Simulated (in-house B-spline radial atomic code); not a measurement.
Spin-orbit splittings of orbital energies (j = l + 1/2 less j = l - 1/2) and ratios of mean radii (lower j over upper j) along the 53-electron series, configuration [Kr] 4d10 4f7. Computed with an all-electron radial atomic-structure program (B-spline basis): Dirac-Hartree-Fock, average of the configuration, finite nuclei.

```tsv
ion	Z	splitting of 3d (eV)	radius ratio of 3d	splitting of 4d (eV)	radius ratio of 4d	splitting of 3p (eV)	radius ratio of 3p
Er15+	68	42.429	0.97964	8.8093	0.98369	196.63	0.94105
Tm16+	69	45.575	0.97902	9.6341	0.98342	211.24	0.93921
Yb17+	70	48.895	0.9784	10.517	0.98314	226.72	0.93734
Lu18+	71	52.398	0.97776	11.46	0.98284	243.11	0.93544
Hf19+	72	56.088	0.97712	12.466	0.98253	260.47	0.93349
Ta20+	73	59.975	0.97647	13.537	0.98221	278.83	0.93151
W21+	74	?	?	?	?	?	?
Re22+	75	?	?	?	?	?	?
Os23+	76	72.878	0.97445	17.169	0.98117	340.46	0.92531
Ir24+	77	?	?	?	?	?	?
Pt25+	78	82.592	0.97305	19.967	0.98042	387.54	0.92097
Au26+	79	87.806	0.97234	21.488	0.98004	413.05	0.91873
Hg27+	80	93.269	0.97162	23.094	0.97964	439.96	0.91645
Tl28+	81	98.988	0.97088	24.789	0.97923	468.34	0.91412
Pb29+	82	104.97	0.97014	26.576	0.97881	498.25	0.91174
```

(1) Fill in the row of W21+.

(2) Fill in the row of Re22+.

(3) Fill in the row of Ir24+.

(4) With what power of Z does the column «splitting of 4d (eV)» change over this range?

Results:

(1) splitting of 3d (eV): 64.063; radius ratio of 3d: 0.9758; splitting of 4d (eV): 14.676; radius ratio of 4d: 0.98187; splitting of 3p (eV): 298.25; radius ratio of 3p: 0.92948.

(2) splitting of 3d (eV): 68.362; radius ratio of 3d: 0.97513; splitting of 4d (eV): 15.885; radius ratio of 4d: 0.98153; splitting of 3p (eV): 318.78; radius ratio of 3p: 0.92742.

(3) splitting of 3d (eV): 77.619; radius ratio of 3d: 0.97376; splitting of 4d (eV): 18.528; radius ratio of 4d: 0.9808; splitting of 3p (eV): 363.37; radius ratio of 3p: 0.92316.

(4) A fit of the logarithm of its size against log Z from Z = 68 to 82 has slope 5.90. An unscreened hydrogenic electron would give 4 at low Z; screening makes the apparent power larger near the neutral end, and relativity raises it again at high Z.
